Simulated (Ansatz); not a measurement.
## Worked example: C2HCl2F3 + C2H4FGa → C2HClF4 + C2H4ClGa

Gas-phase species: C2HCl2F3 (2,2-dichloro-1,1,1-trifluoroethane) `FC(F)(F)C(Cl)Cl`, singlet; C2H4FGa `C=[CH][GaH][F]`, singlet; C2HClF4 `FC(Cl)C(F)(F)F`, singlet; C2H4ClGa `C=[CH][GaH][Cl]`, singlet. The partners trade Cl for F: C–Cl and Ga–F bonds give way to C–F and Ga–Cl.

Shapes, held fixed at every level: PBE0-D4/def2-TZVP. Flexible molecules stand in one conformer, not always the lowest. Programs: Ansatz 0.2.0. The zero-point and thermal change to 298 K, harmonic and unscaled (PBE0-D4/def2-TZVP), is +2.3 kJ/mol.

At CCSD(T)/def2-TZVPP; 1 Eh = 2625.50 kJ/mol:

| species | energy (Eh) |
| --- | --- |
| C2HCl2F3 | -1295.353428 |
| C2H4FGa | -2101.693066 |
| C2HClF4 | -935.364824 |
| C2H4ClGa | -2461.691410 |

Q: Work out ΔH(298 K) of the reaction at this level.

A: 
1. Products less reactants: (-935.364824) + (-2461.691410) − [(-1295.353428) + (-2101.693066)] = -0.009740 Eh = -25.6 kJ/mol.
2. With the thermal change: -25.6 + (+2.3) = -23.3 kJ/mol.

Other levels give -31.4 (CCSD/def2-SVP) to -15.3 kJ/mol (MP2/def2-TZVPP). No measured value is set beside it here. Relativity is left out for Ga. Outer-core shells of Ga are correlated, in sets that cover them unevenly.
